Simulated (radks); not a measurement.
Initial-state core-level shifts of the iridium ion Ir2+ when its valence configuration changes from [Xe] 4f14 5d7. All-electron calculation, Dirac Kohn-Sham, PBEsol, spin-unpolarised, spherical densities, finite nucleus; open shells are shared between the two j in proportion to 2j + 1; Fermi nuclear charge, rms radius 5.4032 fm. Program: a radial shooting solver on a logarithmic mesh with Libxc functionals. Shifts are changes of the shell-averaged eigenvalues in eV (positive: less bound); the change of the density at the nucleus, which sets a Mossbauer isomer shift, is in e/bohr^3, on a base of 1.818e+06.

valence                2s       3p       5s       5p  density at nucleus
4f14 5d6 6p1       -5.230   -5.181   -4.954   -4.709               +15.6
4f12 5d9          -25.587  -29.250   -8.607   -6.443              +256.1
4f13 5d7 6s1      -16.394  -18.106   -7.901   -6.586              +309.1
4f14 5d6 6s1       -3.691   -3.635   -3.418   -3.192              +178.0
4f13.5 5d7 6s0.5   -8.054   -8.898   -3.909   -3.255              +149.2
4f13 5d7 6p1      -17.942  -19.663   -9.450   -8.120              +141.0
4f13.5 5d7.5       -6.191   -7.061   -2.184   -1.640               +61.5
4f12 5d7 6s2      -33.892  -37.411  -16.098  -13.452              +661.6
4f14 5d6.5 6p0.5   -2.591   -2.569   -2.465   -2.348                +7.2
